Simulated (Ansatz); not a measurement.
`CO[Si](F)(F)C#N` + H–F → `N#C[Si](F)(F)F` + CH₃OH  (ligand exchange at the Si–O bond)

Computed with Ansatz on PBE0-D4/def2-TZVP structures; ΔE is electronic, products minus reactants. CBS: MP2 limit from def2 TZ/QZ plus the TZ coupled-cluster correction, frozen cores. This one scheme is used for every species. DFT in def2-TZVPP. HSE06 is defined as in plane-wave codes. Each species was taken in one conformer, which may not be the lowest.

| species | HSE06 energy (Eh) |
| --- | --- |
| `CO[Si](F)(F)C#N` | -696.95384 |
| H–F | -100.38998 |
| `N#C[Si](F)(F)F` | -681.72033 |
| CH₃OH | -115.63382 |

Work out ΔE.

ΔE = (-681.72033) + (-115.63382) − (-696.95384) − (-100.38998) = -0.01033 Eh = -27.1 kJ/mol. CCSD(T)/CBS gives -22.2 kJ/mol.

What do rigid-rotor, harmonic-oscillator terms from PBE0-D4/def2-TZVP frequencies (298.15 K, 1 bar) make of the CCSD(T)/CBS value? (Best estimate.)

Ansatz gave: ΔZPE = +5.5 kJ/mol, ΔH = -20.3 kJ/mol, ΔS = 0 J/(mol·K), ΔG = -20.3 kJ/mol. Modes under 50 cm⁻¹ make the entropy rough.

Largest T1 diagnostic among the species: 0.013.

In def2-TZVPP, CCSD(T) changes the Hartree–Fock value by +6.7 kJ/mol (the triples alone add +1.2 kJ/mol) and MP2 by +8.7 kJ/mol. From BLYP to BHLYP (50 % exact exchange), in def2-TZVPP and without D4, ΔE moves by +5.0 kJ/mol. Leaving LDA and LC-ωPBE aside and taking each functional with its dispersion term where it has one, the values, not all of them listed here, spread over 10.4 kJ/mol, from B97M-V to revPBE-D4. LDA lies +7.6 kJ/mol from PBE without D4.
